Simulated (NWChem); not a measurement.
Molecule: GeN₃H₇; SMILES [NH2][GeH]([NH2])[NH2]

```xyz
11

Ge     0.0404     0.0175     0.2699
N      0.5045     1.6777    -0.4161
N      1.0475    -1.4038    -0.3468
N     -1.6504    -0.4258    -0.3467
H      0.3013     0.1179     1.8031
H      0.3137     2.4561     0.2251
H      0.0589     1.8873    -1.3172
H      2.0374    -1.3195    -0.0869
H      1.0063    -1.4890    -1.3700
H     -2.3846     0.2254    -0.0473
H     -1.9366    -1.3744    -0.0765
```
Atoms are numbered in this order, from 1.

Computed with NWChem. Medium grid unless said otherwise, to which SCAN and Minnesota functionals are sensitive. The geometry was optimised at PBE-D3(BJ)/def2-SVP. B3LYP is NWChem's, with the RPA form of VWN correlation.

### Question
Order these by “highest occupied level (eV)”, lowest first: LRC-wPBEh/def2-SVP; KT2/def2-SVP; B3LYP/def2-SVP; r2SCAN0/def2-SVP.

### Answer
LRC-wPBEh/def2-SVP (-8.79), r2SCAN0/def2-SVP (-7.15), B3LYP/def2-SVP (-6.59), KT2/def2-SVP (-5.48)
